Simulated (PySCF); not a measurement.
**A search over the determinants of BrF**

Unrestricted PBE0; Br x2c-SVPall, F x2c-SVPall; spin-free X2C with a Gaussian nucleus (PySCF 2.14). Outer shells of the fragments: Br 3d10 4s2 4p5; F 2s2 2p5.

Followed along the bond (rough minima from three points):

```json
{"2Ms+1": "1", "unpaired": "none", "⟨S²⟩ at the start": "0.00", "R at minimum (Å)": "1.78", "Te (eV)": "0.00"}
{"2Ms+1": "3", "unpaired": "σ ↑, π ↑", "⟨S²⟩ at the start": "2.00", "R at minimum (Å)": "none in the scan", "Te (eV)": "≤ 2.08"}
```

Solutions found at the starting distance of 1.730 Å, counted from the lowest of them; the search is not exhaustive and high or unbound solutions are not listed, so other states can lie among these:

```csv
2Ms+1,unpaired,term,E (eV),⟨S²⟩,⟨Lz²⟩,μ (D)
1,none,¹Σ⁺,0.00,0.00,0.00,-1.54
3,"σ ↑, π ↑",³Π,2.79,2.00,1.00,-1.33
1,"σ ↑, π ↓",mixed,3.16,1.00,1.00,-1.29
3,π ↑↑,³Σ⁻,6.92,2.00,0.00,-0.84
3,σ ↑↑,³Σ⁺,7.56,2.00,0.00,0.87
```

A term symbol is given only where ⟨S²⟩ and ⟨Lz²⟩ are close to those of a pure state; real π, δ and φ orbitals otherwise mix terms. A positive dipole means Br(−)F(+).

Counting both spins, an empty level lies below a filled one in some of these solutions, because spin and occupation are held.
